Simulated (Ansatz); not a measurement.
```yaml
crystal:
  periodic: [false, false, false]
  atoms:
    - {symbol: C, position_ang: [-0.783425, 1.177648, -0.396252]}
    - {symbol: Al, position_ang: [-0.023300, -0.434297, -0.254707]}
    - {symbol: B, position_ang: [1.029499, -1.807856, 0.357284]}
    - {symbol: O, position_ang: [1.091816, -0.739135, 0.950851]}
    - {symbol: H, position_ang: [-1.433750, 1.240205, -1.158369]}
    - {symbol: H, position_ang: [-1.271019, 1.398924, 0.456370]}
    - {symbol: H, position_ang: [-0.072024, 1.877940, -0.527297]}
    - {symbol: H, position_ang: [1.546844, -2.765959, 0.520693]}
basis:
  gaussian: {orbitals: "6-31++G**"}
hamiltonian: {xc: {name: SVWN5}}
output: {forces: true}
```

```sh
$ ansatz run in.yaml --threads 2 --pin off --events-out ev --progress --plain --max-ram 4352MiB
```

Output, abridged:

```
Functional definition: SVWN5
994 factors; their error is unknown
mean field evaluation 1: about -10337.6967 eV, gradient 9.9e1 eV
mean field evaluation 2: about -10249.1305 eV, gradient 2.0e2 eV
mean field evaluation 4: about -10359.0262 eV, gradient 2.3e1 eV
mean field evaluation 8: about -10360.0430 eV, gradient 1.4e-1 eV
mean field evaluation 16: about -10359.9761 eV, gradient 2.1e-4 eV
mean field -10359.97606944 eV, -380.7220983080 hartree, gradient 1.2e-5 eV, S^2 0.000000; 0 other end points of the search recorded, 0 dependent functions left out
reference -10359.97613663 eV, -380.7221007771 hartree; 18, 18 occupied and 86, 86 virtual orbitals, 994 factors
Total energy: -10359.97613663 eV, -380.7221007771 hartree
Atom 0 at    -0.783425     1.177648    -0.396252 Å, force     0.500247    -1.313869    -0.030985 eV/Å
Atom 1 at    -0.023300    -0.434297    -0.254707 Å, force    -2.560732    -0.174092    -3.191874 eV/Å
Atom 2 at     1.029499    -1.807856     0.357284 Å, force    -0.360975    -5.413296    -3.061307 eV/Å
Atom 3 at     1.091816    -0.739135     0.950851 Å, force     2.674352     5.549683     5.935231 eV/Å
Atom 4 at    -1.433750     1.240205    -1.158369 Å, force    -2.751687     0.280611    -3.216672 eV/Å
Atom 5 at    -1.271019     1.398924     0.456370 Å, force    -2.031376     0.941179     3.564082 eV/Å
Atom 6 at    -0.072024     1.877940    -0.527297 Å, force     2.965979     2.937630    -0.535817 eV/Å
Atom 7 at     1.546844    -2.765959     0.520693 Å, force     1.564192    -2.807847     0.537342 eV/Å
Dipole moment:    -0.235557     0.318448    -0.131478 e Å
```

Hardware: 2 threads of an Arm Neoverse V1 on a shared host. Wall time 1.2 s, peak host memory 0.38 GiB.
